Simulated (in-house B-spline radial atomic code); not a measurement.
**Response and correlation of Kr XXXIII (Kr32+)**

Closed shell [He] 2s2. Computed with a B-spline radial code for spherical atoms: Dirac-Hartree-Fock, relativistic RPA (time-dependent Dirac-Hartree-Fock) for the response and second-order many-body perturbation theory for correlation, no-pair Dirac-Coulomb Hamiltonian, finite nucleus.

Command:
```bash
python run_mb.py task.json out
```
Settings (nuclear radius in fm, box in bohr, cutoff in hartree):
```
basis_form          2
Z                   36
core_configuration  [He] 2s2
rms_radius          4.1884
mass_number         84
speed_of_light      137.036
box_radius          2.744
lmax                7
intervals           57
virtual_cutoff      32400.0
```

Cost of the run: 0.3 s on 1 thread of Intel(R) Xeon(R) Platinum 8259CL CPU @ 2.50GHz (shared host).

```tsv
multipole (bohr³, bohr⁵, bohr⁷)	uncoupled	coupled RPA
dipole	0.0035053	0.0048518
quadrupole	1.679e-05	1.736e-05
octupole	7.2103e-07	?
```

(1) What is the coupled octupole polarisability?

(2) Which subshells carry the dipole polarisability?

(3) What does the dipole shielding factor come to?

Dipole polarisability at imaginary frequency:

```
u (Eh)  α(iu) (bohr³)
     0       0.004852
  3.79       0.003077
  9.48       0.001269
    19      0.0004956
  28.4      0.0003026
  37.9      0.0002235
  56.9      0.0001531
  75.8      0.0001172
  94.8      9.344e-05
   133      6.353e-05
   190       4.01e-05
   284      2.279e-05
   379      1.489e-05
   569      7.973e-06
   948      3.438e-06
  1900      9.834e-07
```

(4) What dispersion coefficients follow for two such ions (the dispersion part alone)?

Lowest J = 1 odd-parity excitations:

```csv
energy (eV),oscillator strength,leading channel,weight
58.263,0.00409,2s1/2 → p1/2,0.922
162.05,0.135,2s1/2 → p3/2,0.921
2266.7,0.181,2s1/2 → p1/2,0.987
2287.8,0.549,2s1/2 → p3/2,0.987
3017.9,0.0471,2s1/2 → p1/2,0.991
3026.5,0.137,2s1/2 → p3/2,0.991
3362.4,0.0198,2s1/2 → p1/2,0.992
3366.7,0.0568,2s1/2 → p3/2,0.992
```

Second-order correlation energy by the highest angular momentum of the excited pair (hartree): s -0.01691, p -0.2235, d -0.01133, f -0.002917, g -0.001065, h -0.0004642, i -0.0002344, k -0.00013.

(5) What is the second-order correlation energy at the partial-wave limit?

Answers

(1) 7.3788e-07 atomic units, +2 % against the uncoupled value.

(2) 2s1/2 100.0 %, 1s1/2 -0.0 %.

(3) The dipole shielding factor is 0.111, against the exact N/Z = 4/36 = 0.111 of the non-relativistic theorem.

(4) C6 = (3/π)∫α(iu)²du = 9.432e-05 hartree·bohr⁶ and C8 = 3.914e-06 hartree·bohr⁸.

(5) The listed waves sum to -0.25654 hartree; extrapolating the increments as (l + 1/2)⁻⁴ gives -0.25681 hartree, -1.75 eV per electron.
